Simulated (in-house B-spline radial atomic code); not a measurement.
Inner levels of gallium as electrons are removed. A shift is the extra binding of the orbital against the neutral atom ([Ar] 3d10 4s2 4p1/2(1)). The density at the nucleus is averaged over the nuclear charge. Computed with a radial B-spline atomic code at the basis-set limit: Dirac-Hartree-Fock, jj configuration that fills j = l - 1/2 first, finite nuclei.

A number in brackets counts the electrons of a j subshell.

| ion | configuration | shift of 2p1/2 (eV) | shift of 3p3/2 (eV) | shift of 2s1/2 (eV) | radius of 2p1/2 (bohr) | radius of 3p3/2 (bohr) | radius of 2s1/2 (bohr) | Σ<r²> (bohr²) | change of density at nucleus (bohr⁻³) |
| --- | --- | --- | --- | --- | --- | --- | --- | --- | --- |
| Ga | [Ar] 3d10 4s2 4p1/2(1) | 0 | 0 | 0 | 0.18822 | 0.68299 | 0.21671 | 40.301 | - |
| Ga+ | [Ar] 3d10 4s2 | 8.276 | 8.3102 | 8.3104 | 0.18822 | 0.68303 | 0.2167 | 24.882 | 2.9758 |
| Ga2+ | [Ar] 3d10 4s1 | 20.116 | 20.181 | 20.078 | 0.18822 | 0.68259 | 0.21671 | 17.683 | -6.9363 |
| Ga3+ | [Ar] 3d10 | 33.406 | 33.452 | 33.259 | 0.18821 | 0.68189 | 0.21672 | 12.253 | -21.578 |
| Ga4+ | [Ar] 3d3/2(4) 3d5/2(5) | 60.314 | 56.88 | 59.897 | 0.18825 | 0.67317 | 0.21671 | 10.589 | -15.988 |
| Ga5+ | [Ar] 3d3/2(4) 3d5/2(4) | 90.345 | 82.329 | 89.606 | 0.18828 | 0.66367 | 0.21668 | 9.2498 | -8.7592 |
| Ga6+ | [Ar] 3d3/2(4) 3d5/2(3) | 123.31 | 109.59 | 122.18 | 0.1883 | 0.65369 | 0.21663 | 8.1345 | 0.0499 |
